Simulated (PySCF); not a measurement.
Ligands exchanged one at a time, Al CH3-H. Isolated molecules, 0 K electronic values unless said otherwise. Strings in code marks are SMILES.

The T1 excitation (TDA) from two functionals at the same geometries (B3LYP-D3(BJ)/def2-TZVP), both in PySCF: PBE-D3(BJ)/def2-TZVP and TPSSh-D3(BJ)/def2-TZVP. Excitations are Tamm–Dancoff values on a coarser integration grid. The basis has no diffuse functions, so Rydberg states are missing or too high.

```tsv
species	TPSSh-D3(BJ)/def2-TZVP (eV)
0 of 3 CH3 replaced by H	5.28
1 of 3 CH3 replaced by H (`[CH3][AlH][CH3]`)	5.04
2 of 3 CH3 replaced by H (`[AlH2][CH3]`)	4.93
```

Problem. What does PBE-D3(BJ)/def2-TZVP give for each?

Solution. 
- 0 of 3 CH3 replaced by H: 4.88
- 1 of 3 CH3 replaced by H (`[CH3][AlH][CH3]`): 4.63
- 2 of 3 CH3 replaced by H (`[AlH2][CH3]`): 4.49
Over these rows, drawn at random from the members with no instability flagged (it was tested for open shells, ions and some series alone), PBE minus TPSSh-D3(BJ): mean -0.42 eV, from -0.44 eV to -0.39 eV.
